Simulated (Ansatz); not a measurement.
Ideal-gas functions of GaH₃Se (`[GaH2][SeH]`) at 400 K and 1 bar, from an Ansatz frequency run at PBE0-D4/def2-TZVP.

Molar mass 151.71 g/mol, point group Cs (symmetry number 1), electronic degeneracy 1, moments of inertia 6.046, 208.556, 214.602 u Å². Harmonic wavenumbers (cm⁻¹, unscaled): 294, 373, 407, 584, 643, 728, 1998, 2011, 2448.

Use S(trans) = R[1.5 ln M + 2.5 ln T − 1.1517]; rotational temperatures θ = 24.2544 K / I; S(rot) = R[ln(√π/σ · √(T³/θAθBθC)) + 1.5]; for each mode x = 1.438777 ν̃/T, S = R[x/(eˣ − 1) − ln(1 − e⁻ˣ)] and H = RT x/(eˣ − 1); 1 cm⁻¹ = 0.0119627 kJ/mol; R = 8.31446 J/(mol·K).

Problem. By hand: the entropy, in J/(mol·K).

Solution. Translation 177.6. Rotation: θ = 4.0116, 0.1163, 0.113 K, giving 104.2. Vibration, mode by mode: 8.23, 6.47, 5.85, 3.52, 2.98, 2.34, 0.05, 0.05, 0.01, in all 29.5. Electronic 0.0. Sum 311.3 J/(mol·K).

Problem. By hand: H − E and G − E in kJ/mol, counted from the electronic energy.

Solution. Zero-point energy ½ × 9486 × 0.0119627 = 56.7; thermal vibration 7.5; translation, rotation and pV give 4 RT = 13.3. H − E = 77.5 kJ/mol, and G − E = 77.5 − 400 × 311.3/1000 = -47.0 kJ/mol.

Vibration gives 9 % of the entropy.
